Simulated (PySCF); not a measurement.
Compound: C3H11PSSi2.
Geometry (GFN2-xTB, Å), atoms numbered from 1 in this order:
```
atom  x, y, z in Å
C1    -2.5789   -0.8554   -0.4496
S2    -1.5459   -1.6127    0.8337
C3     0.0046   -0.6371    0.7419
C4    -0.2017    0.8513    0.9710
Si5    1.4675    1.7731    0.7889
P6     2.4255    0.7397   -0.9641
Si7    1.0136   -0.9979   -0.8535
H8    -3.4594   -1.4842   -0.5337
H9    -2.8742    0.1457   -0.1477
H10   -2.0442   -0.8358   -1.3938
H11    0.5607   -1.0524    1.5887
H12   -0.8936    1.2457    0.2228
H13   -0.6552    1.0259    1.9478
H14    1.2454    3.1809    0.4591
H15    2.2558    1.6436    2.0175
H16    3.4351    0.1359   -0.2452
H17    1.6570   -2.3034   -0.7319
H18    0.1791   -0.9566   -2.0576
```

Method: TDDFT CAM-B3LYP/def2-SVPD, vertical, gas phase, core orbitals frozen in the response (PySCF).

Each state is given a Gaussian of 0.3 eV full width at half maximum, with ε(max) = 2.175×10⁸ f / Δν̃ (Δν̃ the width in cm⁻¹). The width is an assumption, not a result. The curve ends short of the highest state used, and states not computed would add to its high-energy end.

```
λ (nm)  ε (L mol⁻¹ cm⁻¹)
 205.3              3496
 206.4              3475
 207.5              3362
 208.5              3188
 209.6              2937
 210.7              2643
 211.8              2328
 212.8              2039
 213.9              1732
 215.0              1446
 216.1              1187
 217.1               979
 218.2               784
 219.3               627
 220.4               511
 221.4               444
 222.5               411
 223.6               420
 224.7               467
 225.7               535
 226.8               629
 227.9               733
 229.0               835
 230.0               918
 231.1               991
 232.2              1042
 233.3              1069
 234.3              1075
 235.4              1064
 236.5              1038
 237.6              1000
 238.6               957
 239.7               903
 240.8               842
 241.9               774
 242.9               707
 244.0               630
 245.1               550
 246.2               470
 247.3               393
 248.3               327
 249.4               261
 250.5               203
 251.6               155
 252.6               118
 253.7                86
 254.8                61
 255.9                42
 256.9                30
 258.0                20
 259.1                13
 260.2                 8
 261.2                 5
 262.3                 3
 263.4                 2
 264.5                 1
```

Question: Locate the maxima and give the states behind the curve.

Answer: 234 nm (5.29 eV), ε about 1100, made up of S1 (26%) and S2 (74%); 206 nm (6.03 eV), ε about 3500, made up of S4 (42%), S5 (34%) and S6 (21%) (ε in L mol⁻¹ cm⁻¹; maxima over ε = 5, shares over 10%). The states used: S1 5.14 eV (f 0.0066); S2 5.35 eV (f 0.0097); S3 5.78 eV (f 0.0079); S4 5.95 eV (f 0.020); S5 6.06 eV (f 0.014); S6 6.17 eV (f 0.016); S7 6.52 eV (f 0.027); S8 6.64 eV (f 0.061).

Question: What would ε be at 6.03 eV, the highest of these maxima, with half the width (0.15 eV)?

Answer: About 4030 L mol⁻¹ cm⁻¹ against 3500, a factor of about 1.2; a lone state at its own centre would give exactly 2.

Question: Coming from long wavelengths, where does ε first pass 100 L mol⁻¹ cm⁻¹?

Answer: At about 253 nm (4.90 eV), 0.24 eV below S1.

Question: Does any computed singlet lie in the visible range?

Answer: No computed singlet lies in the visible range (380 to 750 nm); the lowest, at 241 nm, stands 1.88 eV above its violet end (3.26 eV).

One conformer stands for the species.
